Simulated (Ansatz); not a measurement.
CH4N (SMILES [CH2]N) moved off its minimum; all values from Ansatz (a program for electronic structure), cores frozen in correlated methods. Open shells are unrestricted.
(charge 0, multiplicity 2)
```xyz
6

C     -0.6510    -0.1623     0.1092
N      0.3553    -0.1407     0.1454
H     -1.4378    -0.8959     0.0529
H     -1.1308     0.8274    -0.0887
H      1.1983     0.7693    -0.1074
H      1.1719    -0.8095    -0.0074
```

Forces at HF/def2-TZVPP (eV/Å):

| atom | Fx | Fy | Fz |
|---|---|---|---|
| C1 | -39.894 | 1.744 | -2.600 |
| N2 | 42.304 | -3.511 | 0.895 |
| H3 | 0.232 | -1.265 | 0.076 |
| H4 | -0.563 | 0.082 | 0.870 |
| H5 | 0.846 | 2.608 | -0.640 |
| H6 | -2.924 | 0.342 | 1.399 |

**Question.** Give the forces (eV/Å), the total energy and the dipole at CCSD(T)/cc-pVTZ.

**Answer.** 
```
atom       Fx      Fy      Fz
----  -------  ------  ------
C1    -41.306   1.326  -2.477
N2     43.564  -2.615   1.432
H3     -0.092  -1.354  -0.161
H4     -0.625   0.408   0.833
H5      0.622   2.278  -0.837
H6     -2.163  -0.043   1.209
```
Energy -94.7616 hartree, dipole 3.43 D.
